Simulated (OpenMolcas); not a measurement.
## Lu I: the spin-orbit constant, worked from levels

* Program: OpenMolcas
* Basis: ANO-RCC-VQZP [9s8p6d4f3g2h]
* Scalar Hamiltonian: DKH2, point nucleus
* Active space: 3 electrons in 11 orbitals (5d 6s 6d)
* State averaging: 2S+1 = 2 even, 5 roots; 2S+1 = 4 even, 7 roots kept (CI in the orbitals of an earlier block)
* Spin-orbit coupling: state interaction with AMFI integrals over the reference wave functions, term energies averaged over their components

Methods: CASSCF; SS-CASPT2, IPEA 0.25 Eh, imaginary shift 0.1 Eh (closed shells correlated: 5s 5p). Measured levels: NIST Handbook of Basic Atomic Spectroscopic Data.

**The spin-orbit constant.** For the Hund term 2D of d1, E(J) = (A/2) J(J+1) + constant and ζ = 2S·A = A. From J = 3/2 to J = 5/2 the energy changes by 2.5 A.

```csv
Source,E(5/2) - E(3/2),A,ζ
CASSCF,2267.1,906.8,907
SS-CASPT2,2267.0,906.8,907
measured,1993.9,797.6,798
```

All in cm-1. SS-CASPT2 is off by +13.7 % and CASSCF by +13.7 %. Both methods take the spin-orbit matrix elements from the reference wave functions, so the second can move ζ only through the term energies and any multistate remixing.

CASPT2 does not keep the components of a term degenerate, so their means are used; among the terms shown or strongly mixed into the levels shown the widest spread is 120 cm-1 (5d 6s2 2D, SS-CASPT2). Active for correlation alone: 6d; no level in the range computed is led by a configuration that fills it, so any true level of that kind is missing. Without dynamic correlation excited terms often stand tens of per cent too high (terms of higher spin than the ground term too low), and those without a measured partner can miss by more than the paired ones (holds for CASSCF). Computed and measured levels are paired by configuration, term and J; levels that our copy of the source lacks, or whose pairing is in doubt (as where it misses far off the trend of its configuration), stay unpaired and out of the deviations. Levels of configurations outside the active space are missing.
